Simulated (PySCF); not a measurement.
C2H12O4Si3, SMILES C[Si](O)(O)[SiH2][Si](C)(O)O (GFN2-xTB optimised geometry):

```
21

Si     0.044     1.050     0.000
C      1.107     2.265    -1.023
O     -1.476     0.970    -0.586
O     -0.160     1.691     1.503
Si     0.775    -1.130     0.000
Si    -0.046    -2.429    -1.709
C     -1.922    -2.714    -1.777
O      0.489    -1.587    -3.015
O      0.529    -3.967    -1.759
H      0.715     3.280    -0.991
H      2.131     2.299    -0.663
H      1.142     1.959    -2.063
H     -2.093     1.675    -0.408
H      0.588     1.843     2.070
H      0.518    -1.778     1.307
H      2.261    -1.130     0.000
H     -2.445    -1.763    -1.775
H     -2.261    -3.280    -0.916
H     -2.222    -3.263    -2.666
H      0.249    -1.839    -3.903
H      1.464    -4.147    -1.760
```

Computed with PySCF 2.14.0 with CAM-B3LYP/def2-SVP.

Question: What are the frontier orbital energies and the dipole moment?

Answer: HOMO-2 -10.08 eV, HOMO-1 -9.13 eV, HOMO -8.31 eV, LUMO 1.55 eV, LUMO+1 1.56 eV; dipole moment 1.63 D.

On the same geometry PBE/def2-SVP run with PySCF gives HOMO-2 -6.84 eV, HOMO-1 -6.44 eV, HOMO -5.75 eV, LUMO -0.39 eV, LUMO+1 -0.36 eV; dipole moment 1.54 D.

Meta-Löwdin charges at CAM-B3LYP/def2-SVP: Si1 1.10, C2 -0.57, O3 -0.72, O4 -0.72, Si5 0.02, Si6 1.09, C7 -0.56, O8 -0.72, O9 -0.71, H10 0.11, H11 0.11, H12 0.12, H13 0.33, H14 0.33, H15 -0.08, H16 -0.09, H17 0.11, H18 0.12, H19 0.11, H20 0.33, H21 0.33.
